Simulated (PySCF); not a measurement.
# Ionising CaF

UHF-MP2; PySCF, no relativity, basis sets Ca aug-pcseg-1, F aug-pcseg-1. Neutral (UHF): doublet (σ ↑), Re = 2.012 Å, ωe = 568 cm⁻¹, De = 5.92 eV.

CaF⁺ (RHF): singlet (closed shell), Re = 1.928 Å, ωe = 667 cm⁻¹, De = 5.95 eV to Ca⁺ + F. The energies at the minima are -776.50355 hartree for CaF and -776.29319 for CaF⁺.

(1) Work out the adiabatic ionisation energy, without and with harmonic zero-point energies (1 hartree = 27.2114 eV, 1 eV = 8065.5 cm⁻¹), and the change of the bond length.

CaF⁻ (RHF): singlet (closed shell), Re = 2.066 Å, ωe = 498 cm⁻¹, De = 3.10 eV to Ca + F⁻. The energies at the minima are -776.50355 hartree for CaF and -776.53327 for CaF⁻.

(2) Work out the adiabatic electron affinity, without and with harmonic zero-point energies (1 hartree = 27.2114 eV, 1 eV = 8065.5 cm⁻¹), and the change of the bond length.

Correlated steps freeze 6 core orbitals. Correlated levels converge slowly with the basis: in double zeta they bind strong bonds too weakly, by up to about 1 eV, and carry superposition errors of some tenths. For an ion De counts to the pair picked by the measured ionisation energies or electron affinities, which need not be the lowest pair at this level. Where the molecule has an RHF reference, its open-shell atoms are computed with UHF. States were picked by a PBE0 search and need not be the measured ground states.

Neutral and ion stand on different kinds of reference determinant, which adds to the error of the difference.

Results:

(1) At MP2: 0.21036 hartree = 5.724 eV between the minima; the zero-point term (667.0 − 568.0)/2 cm⁻¹ = +0.006 eV makes it 5.730 eV. Re changes by -8.4 pm against the neutral. The electron leaves a σ orbital, and the shorter bond of the ion fits an antibonding orbital, or a change in how ionic the bond is.

(2) At MP2: 0.02972 hartree = 0.809 eV between the minima; the zero-point term (568.0 − 498.0)/2 cm⁻¹ = +0.004 eV makes it 0.813 eV. Re changes by +5.4 pm against the neutral. The electron enters a σ orbital, and the longer bond of the ion fits an antibonding orbital, or a change in how ionic the bond is.
